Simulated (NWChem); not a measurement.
System: N$_{2}$H$_{3}$ anion

The following NWChem deck was run.

```
start job
memory heap 200 mb stack 700 mb global 900 mb
charge -1
geometry units angstroms noautoz
  N      0.005488    -0.805974     0.138560
  N      0.077348     0.656455    -0.039253
  H      0.675708    -1.145630    -0.560103
  H      0.307789     1.082281     0.868410
  H     -0.871442     1.007239    -0.226270
end
basis spherical
  * library 6-31+g*
end
dft
  xc rpbe cpbe96
  iterations 150
  mulliken
end
task dft energy
```

Excerpt of the output:

```
             Northwest Computational Chemistry Package (NWChem) 7.3.0
             --------------------------------------------------------

 CS  symmetry detected

                             Geometry "geometry" -> ""
                             -------------------------

 Output coordinates in angstroms (scale by  1.889725989 to convert to a.u.)

  No.       Tag          Charge          X              Y              Z
 ---- ---------------- ---------- -------------- -------------- --------------
    1 N                    7.0000    -0.09477057    -0.80047909     0.00000000
    2 N                    7.0000     0.08950071     0.66291558     0.00000000
    3 H                    1.0000     0.87207234    -1.14385255     0.00000000
    4 H                    1.0000    -0.41759169     1.05339856     0.80537879
    5 H                    1.0000    -0.41759169     1.05339856    -0.80537879

 Effective nuclear repulsion energy (a.u.)      34.6173941277

      Symmetry information
      --------------------

 Group name             Cs
 Group number              2
 Group order               2
 No. of unique centers     4

  pbe96 is a nonlocal functional; adding pw91lda local functional.

                                 NWChem DFT Module
                                 -----------------

 Summary of "ao basis" -> "ao basis" (spherical)
 ------------------------------------------------------------------------------
       Tag                 Description            Shells   Functions and Types
 ---------------- ------------------------------  ------  ---------------------
 N                          6-31+g*                  8       18   4s3p1d
 H                          6-31+g*                  2        2   2s

      Symmetry analysis of basis
      --------------------------

        a'         30
        a"         12

            General Information
            -------------------
          SCF calculation type: DFT
          Wavefunction type:  closed shell.
          No. of atoms     :     5
          No. of electrons :    18
           Alpha electrons :     9
            Beta electrons :     9
          Charge           :    -1
          Spin multiplicity:     1
          Use of symmetry is: on ; symmetry adaption is: on
          Maximum number of iterations: 150
          AO basis - number of functions:    42
                     number of shells:    22
          Convergence on energy requested:  1.00D-06
          Convergence on density requested:  1.00D-05
          Convergence on gradient requested:  5.00D-04

              XC Information
              --------------
                          RPBE Exchange Functional  1.000
            Perdew 1991 LDA Correlation Functional  1.000 local
           PerdewBurkeErnz. Correlation Functional  1.000 non-local

             Grid Information
             ----------------
          Grid used for XC integration:  medium
          Radial quadrature: Mura-Knowles
          Angular quadrature: Lebedev.
          Tag              B.-S. Rad. Rad. Pts. Rad. Cut. Ang. Pts.
          ---              ---------- --------- --------- ---------
          N                   0.65       49           9.0       434
          H                   0.35       45           8.0       434
          Grid pruning is: on
          Number of quadrature shells:   188
          Spatial weights used:  Erf1

      Superposition of Atomic Density Guess
      -------------------------------------

 Sum of atomic energies:        -110.08598176

 Renormalizing density from      17.00 to     18

      Non-variational initial energy
      ------------------------------

 Total energy =    -114.655561
 1-e energy   =    -229.886923
 2-e energy   =      80.613968
 HOMO         =       0.180127
 LUMO         =       0.303569

      Symmetry analysis of molecular orbitals - initial
      -------------------------------------------------

  Numbering of irreducible representations:

     1 a'          2 a"

  Orbital symmetries:

     1 a'          2 a'          3 a'          4 a'          5 a"
     6 a'          7 a'          8 a'          9 a"         10 a'
    11 a'         12 a'         13 a"         14 a'         15 a"
    16 a'         17 a'         18 a"         19 a'

     ---------------------------------------------
      Total Density - Mulliken Population Analysis
     ---------------------------------------------

    Atom       Charge   Shell Charges
 -----------   ------   -------------------------------------------------------
    1 N    7     8.14   2.00  0.76  1.94  0.98  1.70  0.05  0.70  0.02
    2 N    7     7.61   2.00  0.72  1.87  0.89  1.65  0.08  0.37  0.03
    3 H    1     0.79   0.49  0.31
    4 H    1     0.73   0.48  0.25
    5 H    1     0.73   0.48  0.25

   convergence    iter        energy       DeltaE   RMS-Dens  Diis-err
 ---------------- ----- ----------------- --------- --------- ---------
 d= 0,ls=0.0,diis     1   -111.0245209410 -1.46D+02  5.62D-02  1.63D+00
 d= 0,ls=0.0,diis     2   -110.6569288499  3.68D-01  5.19D-02  4.68D+00
 d= 0,ls=0.0,diis     3   -111.2172427867 -5.60D-01  1.28D-02  2.45D-02
 d= 0,ls=0.0,diis     4   -111.2201688742 -2.93D-03  4.02D-03  7.45D-04
 d= 0,ls=0.0,diis     5   -111.2202327300 -6.39D-05  5.54D-04  3.53D-04
  Resetting Diis
 d= 0,ls=0.0,diis     6   -111.2202686847 -3.60D-05  2.83D-04  3.11D-05
 d= 0,ls=0.0,diis     7   -111.2202726910 -4.01D-06  6.94D-05  4.80D-07
 d= 0,ls=0.0,diis     8   -111.2202725405  1.51D-07  3.47D-05  1.74D-06
 d= 0,ls=0.0,diis     9   -111.2202727441 -2.04D-07  1.41D-05  1.13D-07
 d= 0,ls=0.0,diis    10   -111.2202727575 -1.34D-08  1.88D-06  2.20D-09

         Total DFT energy =     -111.220272757527
      One electron energy =     -223.451892004994
           Coulomb energy =       92.673656334359
    Exchange-Corr. energy =      -15.059431214564
 Nuclear repulsion energy =       34.617394127672

 Numeric. integr. density =       18.000000302984

                  Occupations of the irreducible representations
                  ----------------------------------------------

                     irrep           alpha         beta
                     --------     --------     --------
                     a'                7.0          7.0
                     a"                2.0          2.0

                       DFT Final Molecular Orbital Analysis
                       ------------------------------------

 Vector    7  Occ=2.000000D+00  E=-5.680458D-02  Symmetry=a'
              MO Center=  4.2D-02,  1.0D-01,  1.9D-16, r^2= 1.6D+00
   Bfn.  Coefficient  Atom+Function         Bfn.  Coefficient  Atom+Function
  ----- ------------  ---------------      ----- ------------  ---------------
    21      0.408327  2 N  px                25      0.279527  2 N  px
     3      0.253988  1 N  px                28     -0.241593  2 N  s
     6     -0.238792  1 N  s                 24      0.239842  2 N  s
    20      0.169656  2 N  s                  2     -0.168707  1 N  s
    10      0.169099  1 N  s                 29      0.139405  2 N  px

 Vector    8  Occ=2.000000D+00  E= 7.710980D-02  Symmetry=a'
              MO Center= -2.0D-02, -2.3D-01,  9.4D-16, r^2= 2.1D+00
   Bfn.  Coefficient  Atom+Function         Bfn.  Coefficient  Atom+Function
  ----- ------------  ---------------      ----- ------------  ---------------
    10      0.533914  1 N  s                  3     -0.360900  1 N  px
    21      0.360136  2 N  px                 6      0.342780  1 N  s
    28     -0.278229  2 N  s                 25      0.258292  2 N  px
    29      0.251429  2 N  px                38     -0.231617  3 H  s
    30      0.214155  2 N  py                 7     -0.193077  1 N  px

 Vector    9  Occ=2.000000D+00  E= 1.137104D-01  Symmetry=a"
              MO Center= -9.5D-02, -7.2D-01, -9.9D-16, r^2= 1.6D+00
   Bfn.  Coefficient  Atom+Function         Bfn.  Coefficient  Atom+Function
  ----- ------------  ---------------      ----- ------------  ---------------
     5      0.561325  1 N  pz                 9      0.387972  1 N  pz
    13      0.375288  1 N  pz                40     -0.210447  4 H  s
    42      0.210447  5 H  s                 31     -0.108651  2 N  pz
    39     -0.101232  4 H  s                 41      0.101232  5 H  s
    23     -0.075715  2 N  pz                33     -0.033631  2 N  d -1

 Vector   10  Occ=0.000000D+00  E= 1.837813D-01  Symmetry=a'
              MO Center= -3.9D-01,  1.9D+00, -8.2D-15, r^2= 4.3D+00
   Bfn.  Coefficient  Atom+Function         Bfn.  Coefficient  Atom+Function
  ----- ------------  ---------------      ----- ------------  ---------------
    10      2.477921  1 N  s                 30      1.650538  2 N  py
    28     -1.187431  2 N  s                 12      0.871429  1 N  py
    24     -0.464678  2 N  s                 29     -0.354953  2 N  px
    11      0.350823  1 N  px                26     -0.243644  2 N  py
     6     -0.163036  1 N  s                 40     -0.155086  4 H  s

 Vector   11  Occ=0.000000D+00  E= 2.336901D-01  Symmetry=a'
              MO Center=  2.6D-01, -1.5D+00,  1.3D-14, r^2= 5.9D+00
   Bfn.  Coefficient  Atom+Function         Bfn.  Coefficient  Atom+Function
  ----- ------------  ---------------      ----- ------------  ---------------
    28      5.933142  2 N  s                 10     -4.363642  1 N  s
    12     -2.471001  1 N  py                30     -2.102967  2 N  py
    29     -0.737587  2 N  px                 6     -0.560056  1 N  s
    40     -0.281747  4 H  s                 42     -0.281747  5 H  s
    24     -0.262413  2 N  s                 11      0.235950  1 N  px

 Vector   12  Occ=0.000000D+00  E= 2.478785D-01  Symmetry=a"
              MO Center=  1.7D-01,  9.4D-01, -2.4D-15, r^2= 6.3D+00
   Bfn.  Coefficient  Atom+Function         Bfn.  Coefficient  Atom+Function
  ----- ------------  ---------------      ----- ------------  ---------------
    31      1.435847  2 N  pz                27     -0.434446  2 N  pz
    23     -0.243945  2 N  pz                13     -0.227230  1 N  pz
     9     -0.142497  1 N  pz                40     -0.083409  4 H  s
    42      0.083409  5 H  s                  5     -0.072902  1 N  pz

     ---------------------------------------------
      Total Density - Mulliken Population Analysis
     ---------------------------------------------

    Atom       Charge   Shell Charges
 -----------   ------   -------------------------------------------------------
    1 N    7     8.13   2.00  0.82  2.30  0.96  1.31  0.19  0.52  0.03
    2 N    7     7.79   2.00  0.80  2.41  0.88  1.41  0.01  0.24  0.05
    3 H    1     0.74   0.54  0.20
    4 H    1     0.67   0.54  0.14
    5 H    1     0.67   0.54  0.14

     -------------------------------------------
      Total Density - Lowdin Population Analysis
     -------------------------------------------

    Atom       Charge   Shell Charges
 -----------   ------   -------------------------------------------------------
    1 N    7     8.02   1.99  0.76  2.13  0.62  1.71  0.18  0.56  0.07
    2 N    7     7.69   1.99  0.72  2.23  0.54  1.61  0.14  0.37  0.09
    3 H    1     0.77   0.49  0.27
    4 H    1     0.76   0.49  0.27
    5 H    1     0.76   0.49  0.27

     Multipole analysis of the density
     ---------------------------------

     L   x y z        total         alpha         beta         nuclear
     -   - - -        -----         -----         ----         -------
     0   0 0 0     -1.000000     -9.000000     -9.000000     17.000000

     1   1 0 0      0.071491      0.035745      0.035745      0.000000
     1   0 1 0      1.267388      0.633694      0.633694     -0.000000
     1   0 0 1     -0.000000     -0.000000     -0.000000      0.000000

     2   2 0 0    -13.951332     -9.168690     -9.168690      4.386048
     2   1 1 0     -3.678992     -0.177254     -0.177254     -3.324483
     2   1 0 1     -0.000000     -0.000000     -0.000000      0.000000
     2   0 2 0    -16.766982    -28.183726    -28.183726     39.600470
     2   0 1 1     -0.000000     -0.000000     -0.000000      0.000000
     2   0 0 2    -13.880539     -9.256587     -9.256587      4.632635
```

Level: RPBE/6-31+G* (spherical d). All runs use the structure optimised with B3LYP/def2-SVPD. The highest occupied level is positive, so the extra electron may be held by the finite basis.
